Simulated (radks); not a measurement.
The argon ion Ar+ inside a hard spherical wall (all orbitals vanish at R), configuration held at [Ne] 3s2 3p5 and not refilled when levels cross. Calculated with a radial shooting solver on a logarithmic mesh with Libxc functionals: non-relativistic Kohn-Sham, PBE, spin-polarised, spherical densities, point nucleus; open shells are filled with parallel spins first. Eigenvalues in eV for spin up, with the zero of energy where the potential of the charges vanishes at infinity; a dash marks a level that is unbound or too diffuse for the functional's potential to be trusted. A positive occupied level is held by the wall or, in an anion where self-interaction has pushed it up, behind a barrier. The pressure on the wall is -dE/dV.

| R (bohr) | E (hartree) | kinetic (hartree) | e(2s) | e(2p) | e(3s) | e(3p) | e(4s, empty) | e(3d, empty) | pressure (GPa) |
|---|---|---|---|---|---|---|---|---|---|
| free | -526.76506 | 526.181 | -308.67 | -243.79 | -36.977 | -22.618 | - | - | 0 |
| 20 | -526.76506 | 526.181 | -308.67 | -243.79 | -36.977 | -22.618 | - | - | < 0.0001 |
| 15 | -526.76506 | 526.181 | -308.67 | -243.79 | -36.977 | -22.618 | - | - | < 0.0001 |
| 10 | -526.76506 | 526.181 | -308.67 | -243.79 | -36.977 | -22.618 | -5.982 | -4.210 | < 0.0001 |
| 8 | -526.76506 | 526.181 | -308.67 | -243.79 | -36.977 | -22.617 | -5.769 | -4.131 | 0.000441 |
| 7 | -526.76501 | 526.182 | -308.66 | -243.78 | -36.974 | -22.614 | -5.381 | -4.008 | 0.00599 |
| 6 | -526.76452 | 526.188 | -308.63 | -243.75 | -36.951 | -22.591 | -4.379 | -3.722 | 0.0818 |
| 5 | -526.75973 | 526.235 | -308.42 | -243.54 | -36.802 | -22.433 | -1.692 | -2.999 | 1.12 |
| 2 | -521.96456 | 544.837 | -270.58 | -204.78 | -3.347 | 14.996 | 153.01 | 41.160 | 6880 |
